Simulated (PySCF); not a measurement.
Job file and geometry (Å, from PBE0-D3(BJ)/def2-TZVP) of an NMR shielding run on `InChI=1S/C6H12O/c1-7-6-4-2-3-5-6/h6H,2-5H2,1H3`, PySCF, GIAO PBE0/pcSseg-2 NMR shielding, non-relativistic, gas phase; density fitting, a coarse starting grid and PySCF grid level 2 are the driver's defaults:

```
$ OMP_NUM_THREADS=2 python probes_run.py task.json out

{"job": {"kind": "nmr", "xc": "PBE0", "basis": "pcSseg-2"}, "charge": 0, "multiplicity": 1}
C      2.411518    -1.087333    -0.004176
O      1.555815    -0.115286     0.525944
C      0.544707     0.281136    -0.377545
C     -0.514884    -0.815397    -0.610779
C     -1.862689    -0.115965    -0.455908
C     -1.585976     0.921844     0.625167
C     -0.218072     1.468072     0.225977
H      3.184686    -1.283835     0.739041
H      2.889036    -0.735683    -0.930342
H      1.888886    -2.027733    -0.223695
H      1.024354     0.566572    -1.325374
H     -0.403012    -1.332538    -1.565537
H     -0.397294    -1.558413     0.184661
H     -2.672534    -0.805091    -0.207268
H     -2.137886     0.388475    -1.388717
H     -2.353363     1.695352     0.693364
H     -1.524679     0.429955     1.601245
H      0.349245     1.895418     1.053472
H     -0.337168     2.248572    -0.530561
```

**Question.** What does the program print?

**Answer.** 
```
coarse grid: 15048 points
cycle   1  E = -310.7375251162  dE =  7.913e-01  |g| = 6.241e-01  |ddm| = 2.753e+00
cycle   2  E = -310.6562369228  dE =  8.129e-02  |g| = 9.068e-01  |ddm| = 1.458e+00
cycle   3  E = -310.8186196386  dE = -1.624e-01  |g| = 9.578e-02  |ddm| = 1.033e+00
cycle   4  E = -310.8199470735  dE = -1.327e-03  |g| = 4.379e-02  |ddm| = 8.029e-02
cycle   5  E = -310.8203600503  dE = -4.130e-04  |g| = 8.429e-03  |ddm| = 3.582e-02
cycle   6  E = -310.8203735671  dE = -1.352e-05  |g| = 2.468e-03  |ddm| = 6.862e-03
cycle   7  E = -310.8203748952  dE = -1.328e-06  |g| = 3.918e-04  |ddm| = 1.872e-03
final grid: 142920 points
cycle   8  E = -310.8220893224  dE = -1.507e-04  |g| = 1.122e-02  |ddm| = 7.393e-02
cycle   9  E = -310.8220664531  dE =  2.287e-05  |g| = 1.567e-02  |ddm| = 1.622e-02
cycle  10  E = -310.8221161218  dE = -4.967e-05  |g| = 1.473e-03  |ddm| = 9.723e-03
cycle  11  E = -310.8221165316  dE = -4.098e-07  |g| = 4.502e-04  |ddm| = 1.632e-03
cycle  12  E = -310.8221165708  dE = -3.915e-08  |g| = 1.160e-04  |ddm| = 4.138e-04
cycle  13  E = -310.8221165733  dE = -2.524e-09  |g| = 3.599e-05  |ddm| = 1.023e-04
cycle  14  E = -310.8221165736  dE = -2.917e-10  |g| = 2.835e-06  |ddm| = 2.541e-05
converged SCF energy = -310.8221165736

GIAO shielding tensors (ppm)
atom      isotropic    diamagn.    paramagn.     s11        s22        s33       span
  0 C      127.001     240.316    -113.314     92.877    105.211    182.916     90.039
  1 O      274.495     391.650    -117.156    237.143    257.122    329.220     92.077
  2 C       98.366     245.696    -147.330     67.198     86.828    141.071     73.873
  3 C      147.953     249.421    -101.468    131.195    146.318    166.346     35.151
  4 C      154.082     242.332     -88.250    128.134    162.555    171.558     43.424
  5 C      156.525     244.097     -87.572    136.071    162.424    171.080     35.009
  6 C      147.141     243.683     -96.542    119.147    154.210    168.066     48.919
  7 H       28.048      28.420      -0.372     24.019     25.560     34.565     10.546
  8 H       28.641      29.382      -0.741     25.030     26.112     34.780      9.751
  9 H       28.228      30.565      -2.338     23.981     26.811     33.891      9.911
 10 H       27.747      33.173      -5.426     25.280     27.216     30.744      5.463
 11 H       29.363      31.758      -2.396     24.698     28.489     34.901     10.203
 12 H       30.202      33.840      -3.638     25.242     30.039     35.326     10.083
 13 H       29.662      28.474       1.189     24.963     27.028     36.996     12.033
 14 H       30.174      29.925       0.249     25.592     27.854     37.074     11.482
 15 H       29.941      28.121       1.820     25.339     27.161     37.325     11.986
 16 H       29.938      31.192      -1.254     26.016     27.572     36.227     10.211
 17 H       29.721      30.146      -0.425     25.512     28.403     35.248      9.737
 18 H       29.746      30.545      -0.799     24.678     28.351     36.211     11.533
```

**Question.** Turn these shieldings into chemical shifts. Shifts are taken against calculated references (same method and geometry level): 13C (σref 186.03), 1H (σref 31.52) vs TMS; 17O (σref 329.54) vs H2O.

**Answer.** Averaging equivalent atoms: C 2: 87.7; C 0: 59.0; C 3/6: 38.5; C 4/5: 30.7; O 1: 55.0; H 10: 3.78; H 7/8/9: 3.22; H 11/18: 1.97; H 13/16: 1.72; H 12/17: 1.56; H 14/15: 1.47 ppm. Experimental scales use liquid or dissolved standards, which lie at an offset from isolated H2O (liquid H2O: subtract about 36 ppm).

Size and cost of the density-fitted run: 420 basis functions; peak memory 2.5 GiB.
